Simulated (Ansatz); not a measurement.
Saddle point of BNH$_{2}$ClF, closed shell (BNH₂ClF ([NH2][B]([F])[Cl]) → BNHF ([NH][B][F]) + HCl; bonds formed: Cl2–H4; bonds broken: B1–Cl2, N3–H4), PBE0-D4/def2-TZVP structure:

```tsv
atom	x (Å)	y (Å)	z (Å)
B1	0.6714	-0.3435	-0.0658
Cl2	-0.1179	1.9671	0.5243
N3	-0.5817	-0.6318	-0.1929
H4	-0.8200	0.7545	0.1704
F5	1.9479	-0.2905	-0.0010
H6	-1.0998	-1.4557	-0.4349
```

Energies are electronic, without zero-point energy. Barriers and step energies count from the start structure reached by relaxing down the imaginary mode; all methods use the PBE0-D4 structures, on which another method's saddle can fall below an end. Program: Ansatz 0.2.0. Basis: def2-TZVPP, with def2-QZVPP for the basis limit. Cores are frozen in the correlated methods. B3LYP uses VWN-RPA correlation. Extrapolation: Hartree–Fock as exp(−7.88 √X), correlation as X^−2.97.

```tsv
method	barrier (kJ/mol)	step energy (kJ/mol)
SPW92	282.5	275.2
PBE-D4	?	257.0
BLYP-D4	279.0	238.7
r2SCAN-D4	301.2	271.2
B97M-V	311.4	267.2
PBE0-D4	308.7	273.9
B3LYP-D4	300.4	254.9
r2SCAN0-D4	317.3	281.5
BHLYP-D4	?	274.0
CAM-B3LYP-D4	312.5	264.4
wB97X-V	?	275.0
wB97M-V	311.1	268.2
B2PLYP	307.8	257.4
PBE-QIDH	322.9	280.3
RPA on PBE	314.1	259.3
HF	357.3	278.7
MP2	312.9	263.8
CCSD	327.4	268.0
CCSD(T)	317.9	264.5
```

(1) Fill in the withheld barriers. (Judge from chemistry; the value comes from the calculation.)

No T1 diagnostic of these runs exceeds 0.015.

Results:

(1) Computed: BHLYP-D4 327.7; PBE-D4 284.2; wB97X-V 320.1 kJ/mol. Each is the energy of the saddle less that of the start structure, by the same method.

For comparison, the barrier by CCSD(T) at an estimated basis limit (MP2 extrapolated from triple and quadruple zeta, plus CCSD(T) − MP2 in triple zeta) is 314.8 kJ/mol.

Labels in which every atom is bracketed show which atoms are joined, not bond orders.

For scale, one of the runs: CCSD(T)/def2-TZVPP, 163 basis functions, launched by `ansatz run in.yaml --threads 2 --pin off --events-out ev --progress --plain --max-ram 4352MiB`. Hardware: 2 CPU threads of an Arm Neoverse V2, shared host. Wall time 25 s; peak host memory 1.3 GiB.
